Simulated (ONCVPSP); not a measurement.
# selenium, ONCV: configuration errors across variants

- Element: Se
- Generator: ONCVPSP 4.0.1
- Type: optimised norm-conserving Vanderbilt (ONCV)
- Functional: PBE
- Relativity: scalar-relativistic
- Frozen core: [Ar]
- Valence charge: 16
- Reference configuration: 3d10 4s2 4p4
- Partial waves: 4s: rc 1.25 bohr, ncon 3, nbas 8, qcut 4.4 1/bohr, 2 projectors, debl 1.2 Ha; 4p: rc 1.50 bohr, ncon 4, nbas 9, qcut 4.7 1/bohr, 2 projectors, debl 2.1 Ha; 3d: rc 0.70 bohr, ncon 4, nbas 9, qcut 19.4 1/bohr, 3 projectors, debl 4 Ha
- Local potential: polynomial inside 0.45 bohr (lpopt 1, dvloc0 0 Ha)
- Core correction: polynomial model core, fcfact 0.25

All-electron excitation energies from the reference (eV): (1) 3d10 4s2 4p3 10.845; (2) 3d10 4s2 4p2 31.194; (3) 3d10 4s2 4p1 62.062; (4) 3d10 4s1 4p4 22.382.

A true bound ghost makes a file unfit for plane-wave use even where its test errors are small: the radial tests pick states by their node count and pass the ghost by.

Errors AE − PS in meV (a dash: test not solved or not reliable):

```csv
change,(1),(2),(3),(4),bound ghosts,GHOST(+) flags above zero
base,-1.8,-5.2,-10,-5.3,"s, p",s
s: qcut 2.9,-1.8,-5.3,-10,-0.3,"s, p",s
s: qcut 3.4,-1.8,-5.3,-10,-2.0,"s, p",s
s: qcut 4,-1.8,-5.2,-10,-4.1,"s, p",s
s: qcut 4.6,-1.8,-5.2,-10,-5.7,"s, p",s
s: qcut 5.9,-1.7,-5.1,-9.8,-7.1,"s, p",s
s: qcut 6.6,-1.7,-5.1,-9.7,-6.7,"s, p",s
```

Problem. Give the same row for: s: qcut 5.1.

Solution. -1.7, -5.0, -9.7, -6.8; bound ghosts: s, p; GHOST(+) flags above zero: s.
